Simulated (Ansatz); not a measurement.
Program: Ansatz. Geometries: PBE0-D4/def2-TZVP. ΔE: electronic, gas phase. CBS: MP2 limit from def2 TZ/QZ plus the TZ coupled-cluster correction, frozen cores. This one scheme is used for every species. DFT in def2-TZVPP. B3LYP here is the variant with VWN-RPA as its local correlation; programs differ in this. Each species was taken in one conformer, which may not be the lowest.

`[SiH3]Cl` + `C=[CH][AlH][F]` → `C=[CH][AlH][SiH2]Cl` + H–F  (formal exchange of groups at the Si–H bond)

`[SiH3]Cl`:

Cartesian coordinates in Å:
```
Si -0.077 -0.093 0.045
Cl 1.149 1.387 -0.679
H -1.080 0.525 0.943
H 0.752 -1.068 0.790
H -0.745 -0.752 -1.100
```

`C=[CH][AlH][F]`:

Cartesian coordinates in Å:
```
C -1.185 -0.377 0.610
C -0.522 0.430 -0.224
Al 1.366 0.132 -0.453
F 2.247 1.089 -1.471
H -0.686 -1.181 1.150
H -2.252 -0.284 0.802
H -1.091 1.211 -0.726
H 2.123 -1.021 0.313
```

`C=[CH][AlH][SiH2]Cl`:

Z-matrix (Å, degrees):
```
Si
Cl 1 2.081
Al 1 2.466 2 113.7
H 1 1.490 2 106.0 3 123.6
H 1 1.490 2 106.0 3 -123.6
C 3 1.935 1 121.8 2 -0.1
H 3 1.591 1 116.7 2 179.9
C 6 1.338 3 121.9 1 0.3
H 6 1.091 3 121.4 1 -179.8
H 8 1.087 6 122.1 3 -0.1
H 8 1.089 6 122.4 3 179.9
```

H–F:

Cartesian coordinates in Å:
```
F 0.438 -0.092 -0.105
H -0.438 0.092 0.105
```

Q: Is it downhill or uphill in electronic energy at CCSD(T)/CBS, and by how much? (Best estimate.)

A: Computed: Uphill: ΔE = +188.0 kJ/mol.

Q: What do these levels give: r2SCAN-D4, B3LYP-D4, ωB97M-V, PBE, B3LYP, HF/def2-TZVPP, MP2/def2-TZVPP, SCS-MP2/def2-TZVPP, CCSD/def2-TZVPP, HF/def2-QZVPP, SCS-MP2/def2-QZVPP, CCSD/CBS(def2)? (An estimate is asked.)

A: Computed: r2SCAN-D4 191.0, B3LYP-D4 190.5, ωB97M-V 196.5, PBE 174.8, B3LYP 201.4, HF/def2-TZVPP 215.1, MP2/def2-TZVPP 196.6, SCS-MP2/def2-TZVPP 201.5, CCSD/def2-TZVPP 193.0, HF/def2-QZVPP 218.1, SCS-MP2/def2-QZVPP 202.0, CCSD/CBS(def2) 192.1 kJ/mol.

Largest T1 diagnostic among the species: 0.012.

From PBE to PBE0 (25 % exact exchange), in def2-TZVPP and without D4, ΔE moves by +3.0 kJ/mol. The D4 term adds −10.9 kJ/mol with B3LYP and −6.5 kJ/mol with PBE0; it sums over pairs of atoms, weighted by their polarisabilities, and B3LYP, whose exchange is more repulsive, gets the larger term. In def2-TZVPP, CCSD(T) changes the Hartree–Fock value by −26.2 kJ/mol (the triples alone add −4.1 kJ/mol) and MP2 by −18.6 kJ/mol.
